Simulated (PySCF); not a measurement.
Hf, triplet (core potentials on Hf); B3LYP/def2-SV(P) run with PySCF.

The PySCF input:
```python
from pyscf import gto, scf, dft

mol = gto.Mole()
mol.atom = '''
    Hf    0.000000    0.000000    0.000000
'''
mol.basis = 'def2-sv(p)'
mol.ecp = {'Hf': 'def2-sv(p)'}
mol.charge = 0
mol.spin = 2
mol.verbose = 4
mol.build()

mf = dft.UKS(mol)
mf.xc = 'b3lyp'
mf.kernel()
```

Output, abridged:

```
PySCF version 2.14.0

[INPUT] verbose = 4
[INPUT] num. atoms = 1
[INPUT] num. electrons = 12
[INPUT] charge = 0
[INPUT] spin (= nelec alpha-beta = 2S) = 2
[INPUT] symmetry False subgroup None
[INPUT] Mole.unit = angstrom
[INPUT] Symbol           X                Y                Z      unit          X                Y                Z       unit  Magmom
[INPUT]  1 Hf     0.000000000000   0.000000000000   0.000000000000 AA    0.000000000000   0.000000000000   0.000000000000 Bohr   0.0

nuclear repulsion = 0
number of shells = 11
number of NR pGTOs = 50
number of NR cGTOs = 25
basis = def2-sv(p)
ecp = {'Hf': 'def2-sv(p)'}

******** <class 'pyscf.dft.uks.UKS'> ********
method = UKS
initial guess = minao
damping factor = 0
level_shift factor = 0
DIIS = <class 'pyscf.scf.diis.CDIIS'>
diis_start_cycle = 1
diis_space = 8
diis_damp = 0
SCF conv_tol = 1e-09
SCF conv_tol_grad = None
SCF max_cycles = 50
direct_scf = True
direct_scf_tol = 1e-13
number electrons alpha = 7  beta = 5
XC library pyscf.dft.libxc version 7.1.2
    S. Lehtola, C. Steigemann, M. J. T. Oliveira, and M. A. L. Marques,  SoftwareX 7, 1–5 (2018)
XC functionals = b3lyp
    P. J. Stephens, F. J. Devlin, C. F. Chabalowski, and M. J. Frisch,  J. Phys. Chem. 98, 11623 (1994)
radial grids:
    Treutler-Ahlrichs [JCP 102, 346 (1995); DOI:10.1063/1.469408] (M4) radial grids

becke partition: Becke, JCP 88, 2547 (1988); DOI:10.1063/1.454033
pruning grids: <function nwchem_prune>
grids dens level: 3
symmetrized grids: False
atomic radii adjust function: <function treutler_atomic_radii_adjust>
small_rho_cutoff = 0
Set gradient conv threshold to 3.16228e-05
tot grids = 23792
init E= -35.4321036010614

cycle= 1 E= -47.8020490727079  delta_E= -12.4  |g|= 0.291  |ddm|= 4.71
cycle= 2 E= -47.8460660443545  delta_E= -0.044  |g|= 0.19  |ddm|= 1.88
cycle= 3 E= -47.8741530407529  delta_E= -0.0281  |g|= 0.0105  |ddm|= 0.612
cycle= 4 E= -47.8749010767616  delta_E= -0.000748  |g|= 0.00538  |ddm|= 0.091
cycle= 5 E= -47.8755249200033  delta_E= -0.000624  |g|= 0.00351  |ddm|= 0.0938
cycle= 6 E= -47.8759542668929  delta_E= -0.000429  |g|= 0.00197  |ddm|= 0.108
cycle= 7 E= -47.8761027458546  delta_E= -0.000148  |g|= 0.000834  |ddm|= 0.0769
cycle= 8 E= -47.8761234599933  delta_E= -2.07e-05  |g|= 0.000336  |ddm|= 0.034
cycle= 9 E= -47.8761248428774  delta_E= -1.38e-06  |g|= 0.000121  |ddm|= 0.00686
cycle= 10 E= -47.8761251370276  delta_E= -2.94e-07  |g|= 7.7e-05  |ddm|= 0.00213
cycle= 11 E= -47.8761253387143  delta_E= -2.02e-07  |g|= 4.02e-05  |ddm|= 0.00242
cycle= 12 E= -47.8761254010961  delta_E= -6.24e-08  |g|= 1.8e-05  |ddm|= 0.00157
cycle= 13 E= -47.8761254112745  delta_E= -1.02e-08  |g|= 3.38e-06  |ddm|= 0.000825
cycle= 14 E= -47.8761254113665  delta_E= -9.21e-11  |g|= 4.63e-07  |ddm|= 7.32e-05
Extra cycle  E= -47.8761254113689  delta_E= -2.35e-12  |g|= 3.66e-07  |ddm|= 4.85e-06
converged SCF energy = -47.8761254113689  <S^2> = 2.0023885  2S+1 = 3.0015919
```
